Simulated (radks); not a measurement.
Species: Cu XVII. Configuration: [Ne] 3s2 3p1.

All-electron calculation, Dirac Kohn-Sham, PBE, spin-unpolarised, spherical densities, finite nucleus; open shells fill j = l - 1/2 first; Fermi nuclear charge, rms radius 3.8823 fm. Program: a radial shooting solver on a logarithmic mesh with Libxc functionals.

Energy parts (Ry):
| part | energy |
|---|---|
| total | -3051.37700 |
| kinetic | 3110.20446 |
| electron-nucleus | -6737.07567 |
| Hartree | 675.57756 |
| exchange-correlation | -100.08335 |

Orbitals (lengths in bohr, moments of r in powers of bohr; r(max) is where P^2 peaks; r(90%) holds 90 % of the orbital's charge):
orbital  occ.  eigenvalue (Ry)  <1/r>  r(90%)   r(max)  small-component weight
1s1/2       2        -693.3713  29.16  0.0931  0.03411                1.09e-02
2s1/2       2        -119.5428  6.431   0.359   0.1957                2.12e-03
2p1/2       2        -110.1943  6.377   0.329   0.1554                2.10e-03
2p3/2       4        -108.6524  6.237   0.333   0.1581                2.06e-03
3s1/2       2        -42.43903  2.443   0.866   0.5566                6.91e-04
3p1/2       1        -39.43735  2.381   0.865   0.5401                6.64e-04
3p3/2       0        -39.11318  2.349   0.872   0.5453                6.57e-04
3d3/2       0        -34.67633  2.212   0.823   0.4529                5.84e-04
3d5/2       0        -34.61457  2.204   0.825   0.4542                5.82e-04
4s1/2       0        -21.33191  1.266    1.62    1.147                3.31e-04

The highest occupied level is 3p1/2 at -536.57 eV. For comparison, the ionisation energy in NIST's Atomic Spectra Database is 553 eV (semi-empirical). In exact Kohn-Sham theory the highest level is minus the ionisation energy, but local and semilocal functionals leave it too shallow, through self-interaction and a potential that decays too fast; potentials with the right tail come closer. The electron density at the nucleus is 2.238e+04 e/bohr^3. Summed over all electrons, <r^2> = 1.638 bohr^2, which gives a Langevin (diamagnetic) susceptibility term of -1.3 x 10^-6 cm^3/mol. The density falls to 0.001 e/bohr^3 at r = 1.43 bohr.

Beside tabulated values, note that spin-unpolarised runs miss the spin-polarisation part of the exchange energy of open shells.
